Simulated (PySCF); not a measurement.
## Radial density of Ne²⁺ (neon, charge +2)

UHF, [He] 2s2 2p4, high-spin 3P determinant. Computed with PySCF 2.14 in def2-SVP, with no relativity, point nucleus.

```json
{"r (bohr)": "0.00267", "4πr²ρ (e/bohr)": "0.05031", "4πr²(ρα − ρβ)": "0.0001"}
{"r (bohr)": "0.00449", "4πr²ρ (e/bohr)": "0.1404", "4πr²(ρα − ρβ)": "0.0003"}
{"r (bohr)": "0.00755", "4πr²ρ (e/bohr)": "0.3826", "4πr²(ρα − ρβ)": "0.0009"}
{"r (bohr)": "0.0127", "4πr²ρ (e/bohr)": "0.9878", "4πr²(ρα − ρβ)": "0.0023"}
{"r (bohr)": "0.0214", "4πr²ρ (e/bohr)": "2.331", "4πr²(ρα − ρβ)": "0.0054"}
{"r (bohr)": "0.0359", "4πr²ρ (e/bohr)": "4.960", "4πr²(ρα − ρβ)": "0.0119"}
{"r (bohr)": "0.0604", "4πr²ρ (e/bohr)": "8.615", "4πr²(ρα − ρβ)": "0.0278"}
{"r (bohr)": "0.102", "4πr²ρ (e/bohr)": "10.96", "4πr²(ρα − ρβ)": "0.0956"}
{"r (bohr)": "0.171", "4πr²ρ (e/bohr)": "8.546", "4πr²(ρα − ρβ)": "0.4037"}
{"r (bohr)": "0.288", "4πr²ρ (e/bohr)": "4.969", "4πr²(ρα − ρβ)": "1.2146"}
{"r (bohr)": "0.484", "4πr²ρ (e/bohr)": "6.432", "4πr²(ρα − ρβ)": "2.3359"}
{"r (bohr)": "0.814", "4πr²ρ (e/bohr)": "6.088", "4πr²(ρα − ρβ)": "1.9262"}
{"r (bohr)": "1.37", "4πr²ρ (e/bohr)": "1.622", "4πr²(ρα − ρβ)": "0.4535"}
{"r (bohr)": "2.30", "4πr²ρ (e/bohr)": "0.1274", "4πr²(ρα − ρβ)": "0.0362"}
{"r (bohr)": "3.87", "4πr²ρ (e/bohr)": "0.0001990", "4πr²(ρα − ρβ)": "0.0001"}
```
